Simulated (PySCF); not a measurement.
Computed shifts of a molecule CH6F2OSi2, PBE/pcSseg-1 in PySCF, GIAO, gas phase, atoms alike by connectivity averaged where their shifts nearly agree, in ppm (number of nuclei): ¹³C: 69.6 (1). ²⁹Si: 3.6 (2). ¹⁹F: -261.5 (2). ¹H: 5.73 (2), 5.44 (2), 4.56 (1), -0.67 (1). References: ¹⁷O against H2O (σ = 334.3 ppm); ¹³C against TMS (σ = 182.0 ppm); ²⁹Si against TMS (σ = 335.4 ppm); ¹⁹F against CFCl3 (σ = 133.6 ppm); ¹H against TMS (σ = 31.49 ppm), references at their B3LYP-D3(BJ)/def2-TZVP geometries, non-relativistic. Coordinates come from a ωB97X-D3(BJ)/def2-SVP optimisation. Other conformers were not sampled.

Question: Identify the compound among the candidates.
A) O[SiH2][SiH2]C(F)F
B) OC([SiH2]F)[SiH2]F
C) FC(F)[SiH2]O[SiH3]
D) CO[Si@@H](F)[SiH2]F

Answer: B, OC([SiH2]F)[SiH2]F
